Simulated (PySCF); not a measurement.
## Worked example: oscillator strength and radiative lifetime

BFCl2, SMILES ClB(F)Cl.

Coordinates come from a ωB97X-D3(BJ)/def2-SVP optimisation.

TDA-ωB97X/def2-SVPD (PySCF) puts the first singlet state with f over 0.02 at 8.14 eV (vertical), with the transition dipole (0.000, -0.984, 0.000) in atomic units.

Question: Find the oscillator strength, the wavelength and the radiative lifetime that this transition would have in vacuum if emission retraced absorption.

Answer: 
|μ|² = 0.9683 au, so |μ| = 2.50 D. ΔE = 8.14/27.211 = 0.2991 hartree. f = (2/3) ΔE |μ|² = 0.193 (the program prints 0.193).
λ = 1239.84/8.14 = 152 nm; ν = 65653 cm⁻¹.
Einstein's coefficient A = 0.6670 ν² f s⁻¹ (ν in cm⁻¹) = 5.6e8 s⁻¹, so τ = 1/A = 1.8 ns. This state is S3; the lower singlets have f = 0.000, 0.001. The figure is the radiative limit of this one transition; relaxation, internal conversion, crossing to triplets and a medium change what is measured.
